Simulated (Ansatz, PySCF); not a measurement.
CH7NOSi2, SMILES C1N[SiH2]O[SiH2]1. Atoms are numbered in the order given.

```xyz
12

C      1.2768    -0.8694    -0.1795
N      1.3024     0.5254     0.2368
Si    -0.1978     1.2969     0.6346
O     -1.2603     0.1807    -0.0190
Si    -0.5401    -1.1819    -0.6785
H      1.9416    -1.0499    -1.0440
H      1.5911    -1.5740     0.6164
H      2.2155     0.9107     0.4458
H     -0.3331     2.6414     0.0006
H     -0.4899     1.4462     2.0940
H     -0.7345    -1.2152    -2.1581
H     -1.1090    -2.4267    -0.0860
```

Geometry optimised at PBE0-D3(BJ)/def2-SVP. The structure was generated by enumeration, and PubChem lists no compound with its InChIKey, so it may never have been made. Other conformers were not sampled.

Two levels are set side by side: PBE-D3(BJ)/def2-SVP (Ansatz, a first-principles code) and PBE0-D3(BJ)/def2-SVP (Ansatz). Each level has its own optimised geometry; the coordinates shown are those of the second. Frequencies come from the Hessian of PySCF at each geometry. Differences are taken from unrounded values.

```json
[
 {"quantity": "mean bond length (Å)", "PBE0-D3(BJ)": "1.471", "PBE-D3(BJ)": "1.483", "PBE-D3(BJ) minus PBE0-D3(BJ)": "0.012"},
 {"quantity": "bond C1–N2 (Å)", "PBE0-D3(BJ)": "1.456", "PBE-D3(BJ)": "1.465", "PBE-D3(BJ) minus PBE0-D3(BJ)": "0.009"},
 {"quantity": "bond C1–Si5 (Å)", "PBE0-D3(BJ)": "1.910", "PBE-D3(BJ)": "1.922", "PBE-D3(BJ) minus PBE0-D3(BJ)": "0.012"},
 {"quantity": "bond N2–Si3 (Å)", "PBE0-D3(BJ)": "1.733", "PBE-D3(BJ)": "1.747", "PBE-D3(BJ) minus PBE0-D3(BJ)": "0.014"},
 {"quantity": "bond Si3–O4 (Å)", "PBE0-D3(BJ)": "1.674", "PBE-D3(BJ)": "1.691", "PBE-D3(BJ) minus PBE0-D3(BJ)": "0.017"},
 {"quantity": "bond O4–Si5 (Å)", "PBE0-D3(BJ)": "1.676", "PBE-D3(BJ)": "1.694", "PBE-D3(BJ) minus PBE0-D3(BJ)": "0.018"},
 {"quantity": "bond C1–H6 (Å)", "PBE0-D3(BJ)": "1.105", "PBE-D3(BJ)": "1.114", "PBE-D3(BJ) minus PBE0-D3(BJ)": "0.008"},
 {"quantity": "bond C1–H7 (Å)", "PBE0-D3(BJ)": "1.108", "PBE-D3(BJ)": "1.118", "PBE-D3(BJ) minus PBE0-D3(BJ)": "0.010"},
 {"quantity": "bond N2–H8 (Å)", "PBE0-D3(BJ)": "1.013", "PBE-D3(BJ)": "1.022", "PBE-D3(BJ) minus PBE0-D3(BJ)": "0.009"},
 {"quantity": "bond Si3–H9 (Å)", "PBE0-D3(BJ)": "1.493", "PBE-D3(BJ)": "1.504", "PBE-D3(BJ) minus PBE0-D3(BJ)": "0.011"},
 {"quantity": "bond Si3–H10 (Å)", "PBE0-D3(BJ)": "1.496", "PBE-D3(BJ)": "1.509", "PBE-D3(BJ) minus PBE0-D3(BJ)": "0.013"},
 {"quantity": "bond Si5–H11 (Å)", "PBE0-D3(BJ)": "1.493", "PBE-D3(BJ)": "1.504", "PBE-D3(BJ) minus PBE0-D3(BJ)": "0.012"},
 {"quantity": "bond Si5–H12 (Å)", "PBE0-D3(BJ)": "1.491", "PBE-D3(BJ)": "1.503", "PBE-D3(BJ) minus PBE0-D3(BJ)": "0.011"},
 {"quantity": "highest harmonic wavenumber (cm⁻¹)", "PBE0-D3(BJ)": "3651", "PBE-D3(BJ)": "3525", "PBE-D3(BJ) minus PBE0-D3(BJ)": "-126"},
 {"quantity": "mean harmonic wavenumber (cm⁻¹)", "PBE0-D3(BJ)": "1226", "PBE-D3(BJ)": "1181", "PBE-D3(BJ) minus PBE0-D3(BJ)": "-45"},
 {"quantity": "zero-point energy (kcal/mol)", "PBE0-D3(BJ)": "52.60", "PBE-D3(BJ)": "50.67", "PBE-D3(BJ) minus PBE0-D3(BJ)": "-1.93"}
]
```

GGA bonds tend to be longer and softer than those of functionals with exact exchange. Differences between two approximate levels are no errors against the true value.
